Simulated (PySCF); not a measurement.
Choosing a molecule for a target property.

Species are written as SMILES; each is one conformer at its optimised geometry, gas phase, non-relativistic unless stated; the electronic structure was computed with PySCF and density fitting.

Dipoles, sizes and rotational constants follow the conformer. The torsions of the flexible species, by atom-mapped SMILES:
- `[CH2:1]=[C:2]([C:3]#[N:4])[CH2:5][SiH2:6][CH2:7][CH3:8]`: C1–C2–C5–Si6 95°, C2–C5–Si6–C7 65°, C5–Si6–C7–C8 -179°
- `[CH3:1][P:2]([CH2:3][OH:4])[c:5]1[cH:6][cH:7][cH:8][o:9]1`: C1–P2–C3–O4 49°, C1–P2–C5–C6 55°, H–O4–C3–P2 68°
- `[CH3:1][O:2][C@@H:3]([CH3:4])[C@:5]([CH3:6])([F:7])[O:8][CH3:9]`: C1–O2–C3–C4 153°, O2–C3–C5–C6 -52°, C3–C5–O8–C9 179°
- `[CH3:1][CH2:2][CH2:3][CH2:4][CH:5]([SiH3:6])[SiH3:7]`: C1–C2–C3–C4 178°, C2–C3–C4–C5 -176°, C3–C4–C5–Si6 169°
- `[CH3:1][CH2:2][O:3][C@H:4]([F:5])[O:6][CH:7]([CH3:8])[CH3:9]`: C1–C2–O3–C4 71°, C2–O3–C4–F5 -83°, O3–C4–O6–C7 -175°, C4–O6–C7–C8 139°
- `[N:1]#[C:2][CH2:3][Si@@H:4]([Cl:5])[C:6]1=[C:7]([Cl:8])[CH2:9][CH2:10]1`: C2–C3–Si4–Cl5 -175°, C3–Si4–C6–C7 -16°
- `[CH3:1][C:2]([CH3:3])([SiH3:4])[CH2:5][CH2:6][SiH3:7]`: C1–C2–C5–C6 60°, C2–C5–C6–Si7 180°
- `[CH3:1][CH2:2][Si@H:3]1[CH2:4][C@H:5]([C:6]#[N:7])[CH2:8]1`: C1–C2–Si3–C4 80°

Task: Wanted: HOMO–LUMO gap above 8 eV (PBE0/pcSseg-1) and smallest rotational constant above 0.86 GHz (GFN2-xTB), at GFN2-xTB geometries. Which candidate meets both?
A. `CP(CO)C1=CC=CO1`
B. `N#CC[Si@@H](Cl)C1=C(Cl)CC1`
C. `CO[C@@H](C)[C@](C)(F)OC`
D. `C(C)(O[C@H](OCC)F)C`
E. `C=C(C#N)C[SiH2]CC`
F. `CCCCC([SiH3])[SiH3]`

Result: C. Computed values:
| species | HOMO–LUMO gap | smallest rotational constant |
| --- | --- | --- |
| CP(CO)C1=CC=CO1 | 6.00 eV | 0.891 GHz |
| C=C(C#N)C[SiH2]CC | 6.29 eV | 0.829 GHz |
| N#CC[Si@@H](Cl)C1=C(Cl)CC1 | 6.43 eV | 0.502 GHz |
| CCCCC([SiH3])[SiH3] | 8.65 eV | 0.601 GHz |
| CO[C@@H](C)[C@](C)(F)OC | 8.80 eV | 1.036 GHz |
| C(C)(O[C@H](OCC)F)C | 9.53 eV | 0.701 GHz |

Task: Wanted: dipole moment below 0.9 D (PBE0/pcSseg-1) and HOMO energy below -7.7 eV (PBE0/pcSseg-1), at GFN2-xTB geometries. Which candidate meets both?
A. `CCCCC([SiH3])[SiH3]`
B. `C=C(C#N)C[SiH2]CC`
C. `CC(C)([SiH3])CC[SiH3]`
D. `CO[C@@H](C)[C@](C)(F)OC`
E. `CP(CO)c1ccco1`
F. `CC[Si@H]1C[C@H](C#N)C1`

Result: C. Computed values:
| species | dipole moment | HOMO energy |
| --- | --- | --- |
| CC(C)([SiH3])CC[SiH3] | 0.77 D | -7.81 eV |
| CCCCC([SiH3])[SiH3] | 0.94 D | -8.09 eV |
| CP(CO)c1ccco1 | 1.41 D | -6.16 eV |
| CO[C@@H](C)[C@](C)(F)OC | 1.57 D | -7.28 eV |
| C=C(C#N)C[SiH2]CC | 3.29 D | -7.67 eV |
| CC[Si@H]1C[C@H](C#N)C1 | 5.01 D | -8.20 eV |
